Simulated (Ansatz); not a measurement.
Isolated molecules relaxed with PBE0-D4/def2-TZVP in Ansatz; ΔE leaves out vibrations. CCSD(T)/CBS is the MP2 limit (def2-TZVPP, def2-QZVPP) plus CCSD(T) − MP2 in def2-TZVPP, frozen cores. This one scheme is used for every species. Functionals use def2-TZVPP. Each species was taken in one conformer, which may not be the lowest.

`FC(F)(F)COB(Cl)Cl` + H–F → `FCC(F)(F)F` + `OB(Cl)Cl`  (substitution at a C–O bond)

(1) Is it downhill or uphill in electronic energy at CCSD(T)/CBS, and by how much? (An estimate is asked.)

(2) What do these levels give: B97M-V, BHLYP-D4, r2SCANh, RPA@PBE/def2-TZVPP, MP2/def2-SVP, CCSD/def2-SVP? (Estimate.)

Largest T1 diagnostic among the species: 0.012.

Results:

(1) Ansatz gave: Uphill: ΔE = +7.5 kJ/mol.

(2) Ansatz gave: B97M-V -5.8, BHLYP-D4 -0.6, r2SCANh -5.7, RPA@PBE/def2-TZVPP 3.4, MP2/def2-SVP 3.7, CCSD/def2-SVP -1.3 kJ/mol.

From BLYP to BHLYP (50 % exact exchange), in def2-TZVPP and without D4, ΔE moves by +5.5 kJ/mol. Leaving LDA and LC-ωPBE aside and taking each functional with its dispersion term where it has one, the values, not all of them listed here, spread over 8.7 kJ/mol, from B97M-V to revPBE-D4. LDA lies +11.6 kJ/mol from PBE without D4.
